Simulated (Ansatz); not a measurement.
Consider the isomerisation: `OC1(F)C=N[SiH2]1` → `CO[SiH](F)C#N`.

Computed with Ansatz on PBE0-D4/def2-TZVP structures; ΔE is electronic, products minus reactants. CCSD(T)/CBS adds triple-zeta CCSD(T) − MP2 to the extrapolated MP2 energy (def2 sets, frozen cores). Functionals use def2-TZVPP. One conformer a species, not always the lowest.

`OC1(F)C=N[SiH2]1`:

```xyz
10

O    -0.116   -0.011    1.779
C     0.264    0.345    0.513
F     1.179    1.382    0.571
C    -0.861    0.672   -0.469
N    -0.896   -0.176   -1.424
Si    0.530   -1.051   -0.784
H    -0.564    0.734    2.200
H    -1.557    1.517   -0.371
H     1.738   -0.954   -1.638
H     0.283   -2.457   -0.379
```

`CO[SiH](F)C#N`:

Cartesian coordinates in Å:
```
C 0.396 -1.133 1.020
O 0.335 0.280 0.927
Si -0.406 1.162 -0.192
F -1.985 1.045 -0.119
C 0.042 0.503 -1.865
N 0.362 0.080 -2.887
H 1.190 -1.386 1.721
H 0.622 -1.584 0.049
H -0.551 -1.532 1.392
H -0.005 2.564 -0.045
```

CCSD(T)/CBS gives -399.4 kJ/mol.

(1) Another level gave -419.0 kJ/mol. Which?
A. MP2/def2-TZVPP
B. r2SCAN/def2-TZVPP
C. ωB97M-V/def2-TZVPP
D. HF/def2-TZVPP

Largest T1 diagnostic among the species: 0.013.

Results:

(1) A. MP2/def2-TZVPP -419.0, ωB97M-V -379.9, HF/def2-TZVPP -435.9, r2SCAN -374.2 kJ/mol.

From PBE to PBE0 (25 % exact exchange), in def2-TZVPP and without D4, ΔE moves by −9.5 kJ/mol. In def2-TZVPP, CCSD(T) changes the Hartree–Fock value by +34.6 kJ/mol (the triples alone add +6.9 kJ/mol) and MP2 by +16.9 kJ/mol. The D4 term adds +3.0 kJ/mol with B3LYP and +1.2 kJ/mol with PBE0; it sums over pairs of atoms, weighted by their polarisabilities, and B3LYP, whose exchange is more repulsive, gets the larger term.

B3LYP here is the variant with VWN-RPA as its local correlation; programs differ in this.
